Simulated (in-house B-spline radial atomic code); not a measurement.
The numbers below are computed, except where a source is named.
Sn in an electron gas of r_s = 1.65: phase shifts, screening and friction

A nucleus sits in a uniform electron gas with a rigid positive background. The Kohn-Sham equations are solved self-consistently in the spin-unpolarised LDA (PW92), non-relativistic, on B-splines with outgoing waves at the boundary and partial waves to l = 8. The model has no lattice, no bands and no magnetic solution. Atomic units; δ_l are the phase shifts at the Fermi level, counted so that each bound state adds π, and good to about 0.0005.

The density parameter is r_s = 1.65 bohr.

| l | δ_l (rad) |
| --- | --- |
| 0 | 12.6218 |
| 1 | 10.1375 |
| 2 | 6.6019 |
| 3 | 0.2749 |
| 4 | 0.0455 |
| 5 | 0.0104 |
| 6 | 0.0027 |
| 7 | 0.0007 |
| 8 | 0.0002 |

Bound levels below the band bottom (hartree): d -17.13, s -4.092, p -2.762, d -0.5698, s -0.0598 and deeper ones.

Check the Friedel sum rule, and say where the screening charge sits.

k_F = (9π/4)^(1/3)/r_s = 1.16313. The rule is Z = (2/π) Σ (2l + 1) δ_l. The terms are s 8.035, p 19.361, d 21.015, f 1.225 and 0.365 beyond, in all 50.001 against Z = 50. Bound states hold 10 s, 18 p, 20 d electrons, so the scattering states carry 2.00 in all; where a term is smaller than its bound count, the bound level has drawn weight out of the band.

Find the transport cross section and the electronic stopping of a 10 keV Sn ion (mass 118.71 u).

σ_tr = (4π/k_F²) Σ (l + 1) sin²(δ_l − δ_(l+1)). The terms for l = 0 to 3 are 0.3733, 0.2947, 0.0058, 0.2068, all together 0.8872, so σ_tr = 9.289 × 0.8872 = 8.241 bohr². With n = 3/(4π r_s³) = 0.05314, the friction coefficient is Q = n k_F σ_tr = 0.5094. For v well below v_F = 1.163, dE/dx = Q v; with 24801 eV per u at v = 1, v = √(10000/(24801 × 118.71)) = 0.0583, so dE/dx = 0.02969 hartree/bohr = 15.3 eV/nm. The largest term couples the s and p waves.
